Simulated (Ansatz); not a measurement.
`[F][Al]([F])[S][AlH2]` and `[F][Al]([F])[Br]` differ in one atom or group.

Ansatz, PBE0-D4/def2-TZVP geometries, multiplicity 1. Each molecule was computed in one conformer, which needn't be the lowest.

Scalar relativity is left out up to krypton.

| property | `[F][Al]([F])[S][AlH2]` |
| --- | --- |
| HOMO energy (PBE0/def2-TZVPP) / eV | -7.82 |
| LUMO energy (B3LYP/def2-TZVPP) / eV | -1.95 |
| HOMO–LUMO gap (PBE/def2-TZVPP) / eV | 4.14 |
| size of the dipole moment (B3LYP/def2-TZVPP) / D | 1.06 |
| HOMO energy (PBE/def2-TZVPP) / eV | -6.64 |
| LUMO energy (PBE/def2-TZVPP) / eV | -2.50 |

(1) What does the change do to each property? (An estimate is asked.)

Answers

(1) Ansatz gave: 
```
                                        property  `[F][Al]([F])[Br]`  shift
              HOMO energy (PBE0/def2-TZVPP) / eV               -9.25  -1.43
             LUMO energy (B3LYP/def2-TZVPP) / eV               -1.80   0.15
             HOMO–LUMO gap (PBE/def2-TZVPP) / eV                5.57   1.43
size of the dipole moment (B3LYP/def2-TZVPP) / D                0.67  -0.39
               HOMO energy (PBE/def2-TZVPP) / eV               -7.91  -1.27
               LUMO energy (PBE/def2-TZVPP) / eV               -2.34   0.16
```

With PBE0 the HOMO falls by 1.43 eV and the LUMO rises by 0.18 eV, so the gap widens by about 1.61 eV. PBE moves the HOMO by -1.27 eV and ωB97M-V by -1.54 eV. The zero-point energy changes by -42.1 kJ/mol with -9 modes. Dipoles are sizes alone; their direction can turn.

B3LYP here is the variant with VWN-RPA as its local correlation; programs differ in this.

Spin–orbit coupling is left out; it splits and shifts lone-pair levels of the heavy atoms by tenths of an eV.
